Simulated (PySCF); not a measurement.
**Structure elucidation problem**

Molecular formula: C$_{8}$H$_{12}$ClF. Simulated spectra:

¹H NMR (400 MHz, computed): δ 4.46 (m, 1H), 2.04 (m, 1H), 1.85 (m, 1H), 1.83 (m, 1H), 1.66 (m, 1H), 1.65 (m, 1H), 1.61 (m, 1H), 1.41 (m, 1H), 1.36 (m, 1H), 1.04 (d, 3H).

¹³C{¹H} NMR (computed): δ 98.0 (CH), 76.5 (C), 45.1 (CH2), 44.8 (CH2), 42.1 (CH), 40.9 (CH2), 40.8 (CH), 23.9 (CH3).

How the numbers were obtained: NMR shieldings at PBE0/pcSseg-1/GIAO, GFN2-xTB structure, in PySCF 2.14.0 with density-fitted response routines (relativity neglected, isolated molecule, averaged over atoms made equivalent by symmetry, fast rotation or ring inversion, one conformer).

Scale: ¹H, ¹³C against TMS (reference shieldings calculated alike).

Task: Choose the structure that fits.
A. F[C@@H]1C[C@@H]2CC[C@H]1[C@@H](Cl)C2
B. F[C@@H]1C[C@@H]2CCC[C@@H]2[C@@H]1Cl
C. F[C@@H]1CCC[C@@H](/C=C/Cl)C1
D. C[C@@H]1C[C@]2(Cl)C[C@H]1C[C@H]2F

Result: D. 

- The formula gives 2 degrees of unsaturation (2 rings in the answer).
- 8 carbon signals for 8 carbons: no two carbons are equivalent.
- Carbon types of the structure: 1 × C, 3 × CH, 3 × CH2, 1 × CH3, which accounts for all hydrogens.
- δC 98.0: sp3 CH bonded to F; the inductive effect lowers its shielding.
- δC 76.5: fully substituted sp3 carbon bonded to Cl; pulled downfield by the heteroatom.
- δC 42.1, 40.8: sp3 CH in a ring; saturated and bonded to C and H only.
- δH 1.65, 1.41: hydrogen on an sp3 CH in a ring; far from electronegative atoms and π systems.
- δH 1.04: hydrogen on a methyl carbon; far from electronegative atoms and π systems.

The others: F[C@@H]1C[C@@H]2CC[C@H]1[C@@H](Cl)C2 would give 12 signals for carbon-bound and other non-exchanging H, not 10; F[C@@H]1CCC[C@@H](/C=C/Cl)C1 would give 12 signals for carbon-bound and other non-exchanging H, not 10; F[C@@H]1C[C@@H]2CCC[C@@H]2[C@@H]1Cl would give 12 signals for carbon-bound and other non-exchanging H, not 10.

Carbons that carry Cl, above all several Cl atoms, come out too deshielded, partly because spin–orbit coupling is missing. Splittings by ¹⁹F in the carbon and heteronuclear signals aren't shown, as no couplings were computed. Shifts are as computed. Against solution values, carbons near 30 ppm lie about +3 ppm off and those near 130 ppm about +5 ppm; carbons on Cl a further +6 ppm. Of 1211 compounds with measured shifts, 218 miss one by over three times the rms of a fit or turn the order of signals round; such compounds aren't used in these exercises. No couplings were computed; multiplicities are counted from neighbouring protons, with m where these are inequivalent, close in shift, in a saturated or five-membered ring or joined by F or P, and br s for small geminal =CH2 splittings.
